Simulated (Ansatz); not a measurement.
HgF₂. Total charge 0; singlet. Geometry B3LYP-D4/def2-TZVP.

```xyz
3

Hg    0.0000    0.0000    0.0000
F     0.3230    1.3982   -1.2982
F    -0.3230   -1.3982    1.2982
```

In the def2 sets Hg takes a core potential; there is no spin–orbit coupling. LC-ωPBE has ω = 0.4 bohr⁻¹. The structure comes from a short search, and lower isomers may exist.

Task: Estimate the orbital energies around the gap (eV) in Ansatz with LDA (SPW92)/def2-TZVP, BLYP-D4/def2-TZVP, r2SCANh-D4/def2-TZVP, PBE0-D4/def2-TZVPD, LC-ωPBE/def2-TZVP.

Result: 
| orbital | LDA (SPW92)/def2-TZVP | BLYP-D4/def2-TZVP | r2SCANh-D4/def2-TZVP | PBE0-D4/def2-TZVPD | LC-ωPBE/def2-TZVP |
| --- | --- | --- | --- | --- | --- |
| HOMO−5 | -10.64 | -10.11 | -11.08 | -11.80 | -14.42 |
| HOMO−4 | -10.21 | -9.76 | -10.69 | -11.30 | -14.07 |
| HOMO−3 | -9.58 | -9.19 | -10.42 | -11.30 | -14.07 |
| HOMO−2 | -9.58 | -9.19 | -10.42 | -11.29 | -14.06 |
| HOMO−1 | -8.63 | -8.27 | -9.48 | -10.32 | -13.00 |
| HOMO | -8.63 | -8.27 | -9.48 | -10.32 | -13.00 |
| LUMO | -3.99 | -3.59 | -3.02 | -2.62 | -0.12 |
| LUMO+1 | -1.44 | -1.29 | -0.63 | -0.61 | 1.08 |
| LUMO+2 | -1.44 | -1.29 | -0.63 | -0.61 | 1.08 |
| LUMO+3 | 0.65 | 0.58 | 1.55 | 0.97 | 2.77 |
| LUMO+4 | 2.99 | 2.98 | 3.64 | 2.20 | 5.14 |
| LUMO+5 | 2.99 | 2.98 | 3.64 | 2.41 | 5.14 |
